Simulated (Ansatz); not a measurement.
Compare A (`CCB1CC1`) with its isomer B (`BC1(C)CC1`).

Program: Ansatz. Geometries: PBE0-D4/def2-TZVP. ΔE: electronic, gas phase. CCSD(T)/CBS adds triple-zeta CCSD(T) − MP2 to the extrapolated MP2 energy (def2 sets, frozen cores). DFT in def2-TZVPP. B3LYP here is the variant with VWN-RPA as its local correlation; programs differ in this. Each species was taken in one conformer, which may not be the lowest.

Question: Which isomer does CCSD(T)/CBS put lower? Give the gap. (Best estimate.)

Answer: The calculation gave: A, by 0.4 kJ/mol. So small a gap doesn't settle the order.

Question: Give E(B) − E(A) in kJ/mol with r2SCAN-D4, B3LYP, MP2/def2-TZVPP, PBE-D4, PBE0-D4, ωB97M-V, B2PLYP. (Best estimate.)

Answer: The calculation gave: r2SCAN-D4 9.8, B3LYP 12.1, MP2/def2-TZVPP -6.6, PBE-D4 10.9, PBE0-D4 9.0, ωB97M-V 6.4, B2PLYP 4.9. The order is the other way round with MP2/def2-TZVPP.

Largest T1 diagnostic: 0.010.

The D4 term adds −4.7 kJ/mol with B3LYP and −2.2 kJ/mol with PBE0; it sums over pairs of atoms, weighted by their polarisabilities, and B3LYP, whose exchange is more repulsive, gets the larger term.
